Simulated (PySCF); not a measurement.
# CoH₂ + Cl₂ → CoHCl + HCl

Level: PBE0 in the def2-TZVP basis family, all electrons, no relativity, computed in PySCF with density fitting; open shells unrestricted.

```csv
species,state and structure,E (Eh),ZPE (kJ/mol),H(298 K) − H(0) (kJ/mol),S° (J/(mol K))
CoH₂,"quartet, D∞h, Co–H 1.603 Å (×2)",-1383.67079,27.4,9.8,213.7
Cl₂,"singlet, D∞h, Cl–Cl 1.982 Å",-920.08940,3.5,9.1,222.5
CoHCl,"quartet, C∞v, Co–Cl 2.149 Å, Co–H 1.567 Å; Cl–Co–H 180.0°",-1843.22611,17.2,11.6,260.7
HCl,"singlet, C∞v, H–Cl 1.279 Å",-460.66440,17.9,8.7,186.6
```

(1) What is the electronic reaction energy?

(2) Add zero-point, thermal and entropy terms for 298.15 K and 1 bar.

Results:

(1) At PBE0/def2-TZVP, ΔE = -342.2 kJ/mol from the differences of the total energies times 2625.5, downhill. 

(2) ΔZPE = 4.2 and Δ[H(298) − H(0)] = 1.4 kJ/mol give ΔH° = -336.6 kJ/mol. ΔS° = 11.1 J/(mol K), so ΔG° = -336.6 − 298.15 × (0.0111) = -340 kJ/mol.

Open d or f shells are single determinants, so the state found may not be the ground state. Each species is the lowest minimum found with this bonding; other isomers or fragments can lie lower.
